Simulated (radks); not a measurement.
Valence configurations of As III (all share [Ar]). All-electron calculation, Dirac Kohn-Sham, PBE, spin-unpolarised, spherical densities, finite nucleus; open shells fill j = l - 1/2 first; Fermi nuclear charge, rms radius 4.0968 fm. Program: a radial shooting solver on a logarithmic mesh with Libxc functionals. Energies are relative to 3d10 4s2 4p1; eigenvalues in eV.

| valence | E (eV) | e(3d3/2) | e(3d5/2) | e(4p1/2) | e(4p3/2) | e(4s1/2) |
|---|---|---|---|---|---|---|
| 3d10 4s2 4p1 | 0.000 | -62.271 | -61.540 | -22.891 | - | -33.388 |
| 3d10 4s1.5 4p1.5 | 5.264 | -63.040 | -62.308 | -23.255 | - | -33.815 |
| 3d10 4s1 4p2 | 10.560 | -63.796 | -63.063 | -23.611 | - | -34.232 |
| 3d9.5 4s1 4p2.5 | 31.618 | -69.541 | -68.786 | -24.836 | -24.390 | -35.856 |
| 3d9.5 4s0.5 4p3 | 37.368 | -70.324 | -69.569 | -25.199 | -24.747 | -36.279 |
| 3d9 4s2 4p2 | 43.158 | -73.869 | -73.093 | -25.321 | - | -36.609 |
| 3d9 4s1 4p3 | 54.982 | -75.418 | -74.640 | -26.036 | -25.555 | -37.444 |
| 3d8 4s2 4p3 | 96.282 | -86.098 | -85.276 | -27.716 | -27.176 | -39.763 |
| 3d8 4s1 4p4 | 108.93 | -87.546 | -86.723 | -28.374 | -27.822 | -40.526 |
| 3d8 4p5 | 121.69 | -88.957 | -88.133 | -29.006 | -28.443 | - |

NIST lists [Ar] 3d10 4s2 4p1 as the ground configuration; this level of theory agrees among the configurations tried. The energies are those of spherical spin-averaged densities, not of single terms.
